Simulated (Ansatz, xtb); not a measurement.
## Isomers of C4H3ClOS in order of energy

3 gas-phase structures of C4H3ClOS, from a drawn sample of its isomers (lower ones may exist). Each was relaxed with GFN2-xTB; where two conformers were screened, the lower at r2SCAN-D4/def2-SVP//GFN2-xTB is listed:

A. `CC(=O)C(Cl)=C=S`, a singlet
B. `O=CC(=C=S)CCl`, a singlet
C. `Oc1cc(Cl)cs1`, a singlet

**Question.** Make a reasoned guess at their ranking by r2SCAN-D4/def2-SVP//GFN2-xTB single-point energy.

**Answer.** Calculated order at r2SCAN-D4/def2-SVP//GFN2-xTB: C (0.000), A (0.735), B (0.746) eV. Less than 1 kcal/mol parts A and B, so the order within that pair means little.

Energies above the lowest of each column, in eV; the last columns are at r2SCAN-D4/def2-SVP geometries:

```tsv
structure	GFN2-xTB	HF/STO-3G	r2SCAN-D4/def2-SVP//GFN2-xTB	r2SCAN-D4/def2-SVP	CCSD(T)/def2-SVP + ΔMP2/def2-TZVPP
C	0.000	0.000	0.000	0.000	0.000
A	1.241	1.799	0.735	0.735	0.869
B	1.486	1.879	0.746	0.743	0.861
```

Every level run on C puts it lowest or level with the lowest. CCSD(T)/def2-SVP + ΔMP2/def2-TZVPP orders those it was run on as C (0.000), B (0.861), A (0.869) eV. Less than 1 kcal/mol parts B and A, so the order within that pair means little. Flexible structures stand in one conformer each, not always the lowest. The ΔMP2 step shifts differences by up to 0.277 eV, which makes them less sure. ΔMP2 is the change of the MP2 energy from the smaller to the larger basis.

Programs: Ansatz 0.2.0, xtb 6.7.1.
